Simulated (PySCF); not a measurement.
Electronic absorption of C5H4N2S

Species: C5H4N2S.
SMILES: `CC#CC1=NSN=C1`

The calculation used TDDFT PBE0/def2-SVPD, vertical, gas phase, core orbitals frozen in the response in PySCF. Geometry: GFN2-xTB; no solvent, vibrations or thermal averaging.

Task: What does the calculation give for the low-lying excited states?

Result: 

```
state  λ (nm)  E (eV)       f  symmetry  main configurations (H = HOMO, L = LUMO)
   S1   261.2    4.75  0.0001         –                  H-1→L (84%), H-2→L (14%)
   S2   258.6    4.79   0.276        A′                                 H→L (95%)
   S3   242.5    5.11  0.0002         –                  H-2→L (82%), H-1→L (12%)
   S4   213.5    5.81  0.0001         –                               H→L+2 (91%)
   S5   208.0    5.96   0.075        A′                  H→L+1 (72%), H-3→L (13%)
   S6   203.4    6.09  0.0032        A″                H-1→L+1 (47%), H-5→L (45%)
```

Triplets (Tamm–Dancoff): T1 3.37 eV, H→L (93%); T2 4.17 eV, H-2→L (55%), H-1→L (41%).

The lowest singlet lies at 4.75 eV (261 nm, ultraviolet) and is dark (f under 0.0005); its leading configuration is HOMO-1→LUMO (84%). The strongest level in the table is S2 at 4.79 eV (259 nm, f = 0.276). Löwdin shares by element: HOMO carbon 50% or more, sulfur 22% (atoms not listed hold the other 28%); LUMO nitrogen 43%, sulfur 24%, carbon 13% or more (atoms not listed hold the other 21%). The listed states span 1.35 eV, and the widest gap between neighbours is 0.69 eV (S3 to S4). The oscillator strengths of these states sum to 0.355; summed over the whole spectrum of an exact calculation they would give the number of electrons, 64 (Thomas–Reiche–Kuhn). Of the 6 states listed, 2 reach f = 0.01 and 3 stay under 0.0005. Symmetry labels in Cs follow from the direction of the transition dipole and are given only for states with f of 0.002 or more. Only the lowest 6 singlets were computed, as vertical energies without vibronic structure.
